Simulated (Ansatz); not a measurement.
`C=C=C(O)[SiH2]S` and `C=C=CO` differ in one atom or group.

Ansatz, PBE0-D4/def2-TZVP geometries, multiplicity 1. Each molecule was computed in one conformer, which needn't be the lowest.

```tsv
property	`C=C=C(O)[SiH2]S`
HOMO–LUMO gap (ωB97M-V/def2-TZVPP) / eV	10.45
HOMO–LUMO gap (B3LYP/def2-TZVPP) / eV	5.83
LUMO energy (PBE0/def2-TZVPP) / eV	-0.66
LUMO energy (B3LYP/def2-TZVPP) / eV	-0.89
size of the dipole moment (ωB97M-V/def2-TZVPP) / D	2.64
HOMO energy (B3LYP/def2-TZVPP) / eV	-6.71
```

What does the change do to each property? (An estimate is asked.)

The calculation gave: 
```json
{"property": "HOMO–LUMO gap (ωB97M-V/def2-TZVPP) / eV", "`C=C=CO`": "10.60", "shift": "0.15"}
{"property": "HOMO–LUMO gap (B3LYP/def2-TZVPP) / eV", "`C=C=CO`": "5.87", "shift": "0.04"}
{"property": "LUMO energy (PBE0/def2-TZVPP) / eV", "`C=C=CO`": "-0.32", "shift": "0.34"}
{"property": "LUMO energy (B3LYP/def2-TZVPP) / eV", "`C=C=CO`": "-0.58", "shift": "0.31"}
{"property": "size of the dipole moment (ωB97M-V/def2-TZVPP) / D", "`C=C=CO`": "1.21", "shift": "-1.43"}
{"property": "HOMO energy (B3LYP/def2-TZVPP) / eV", "`C=C=CO`": "-6.45", "shift": "0.26"}
```

With PBE0 the HOMO rises by 0.28 eV and the LUMO rises by 0.34 eV, so the gap widens by about 0.06 eV. PBE moves the HOMO by 0.30 eV and ωB97M-V by 0.24 eV. Dipoles are sizes alone; their direction can turn.

B3LYP here is the variant with VWN-RPA as its local correlation; programs differ in this.
